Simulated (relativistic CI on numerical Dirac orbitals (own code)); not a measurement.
Sensitivity of the levels of Os XXXV to α and to the nuclear radius

Computed by Dirac-Coulomb-Breit CI, KLI orbitals optimised for each configuration, derivatives by finite differences, unscaled Slater integrals, QED left out (own radial code, finite nucleus).

CI space (outside the closed core [Ar] 3d10): 4s2 4p6 4d6, 4s2 4p6 4d5 4f, 4s2 4p4 4d8, 4s 4p6 4d7, 4p6 4d8, 4s2 4p6 4d5 5s, 4s2 4p6 4d4 5s2, 4s 4p6 4d6 5s. Levels of other configurations are missing.

With x = (α/α₀)² − 1 an excitation energy changes as ω = ω₀ + qx; K = 2q/ω₀ is the relative enhancement. Terms are leading LS components, so labels can repeat. The field-shift factor is F = δν/δ⟨r²⟩ for the transition from the lowest level.

Lowest level 4s2 4p6 4d6 3F_4.

| Level | ω₀ (cm⁻¹) | q (cm⁻¹) | F (GHz/fm²) |
| --- | --- | --- | --- |
| 4s2 4p6 4d6 3P_2 | 21857 | 1472 | -0.75 |
| 4s2 4p6 4d6 3P_0 | 72305 | 20130 | 0.758 |
| 4s2 4p6 4d6 5D_3 | 135347 | 164000 | 4.84 |
| 4s2 4p6 4d6 5D_4 | 146198 | 152100 | 4.82 |
| 4s2 4p6 4d6 5D_1 | 149006 | 165000 | 4.7 |
| 4s2 4p6 4d6 3G_5 | 175663 | 154600 | 5.03 |
| 4s2 4p6 4d6 3H_6 | 178916 | 154800 | 5.31 |
| 4s2 4p6 4d6 3F_2 | 191085 | 158100 | 3.91 |
| 4s2 4p6 4d6 3D_3 | 197102 | 160500 | 4.84 |
| 4s2 4p6 4d6 3P_0 | 228093 | 149700 | 4.18 |
| 4s2 4p6 4d6 3D_2 | 236907 | 177100 | 5.48 |
| 4s2 4p6 4d6 3P_1 | 237673 | 166900 | 5 |
| 4s2 4p6 4d6 1G_4 | 240856 | 167700 | 5.58 |
| 4s2 4p6 4d6 3F_3 | 249730 | 157800 | 4.98 |
| 4s2 4p6 4d6 5D_2 | 292895 | 316900 | 8.89 |
| 4s2 4p6 4d6 5D_0 | 303071 | 315000 | 9.66 |
| 4s2 4p6 4d6 3H_4 | 318730 | 316600 | 9.52 |
| 4s2 4p6 4d6 3D_3 | 328514 | 311800 | 9.18 |
| 4s2 4p6 4d6 3H_5 | 335090 | 318800 | 10 |
| 4s2 4p6 4d6 1I_6 | 351188 | 316300 | 10.4 |
| 4s2 4p6 4d6 3G_3 | 351885 | 322500 | 9.76 |
| 4s2 4p6 4d6 3P_1 | 360768 | 309500 | 8.88 |
| 4s2 4p6 4d6 3F_2 | 371707 | 316000 | 8.53 |

At this charge energies of transitions that change n are usually good to better than 1 %, and those within a shell (Δn = 0) to a few per cent. Terms inside the open d or f shell come out 10 to 20 % too wide with unscaled integrals.

Task: Which transition from the lowest level has the largest |K|?

Result: 4s2 4p6 4d6 5D_3 at 135347 cm⁻¹, K = 2.42.
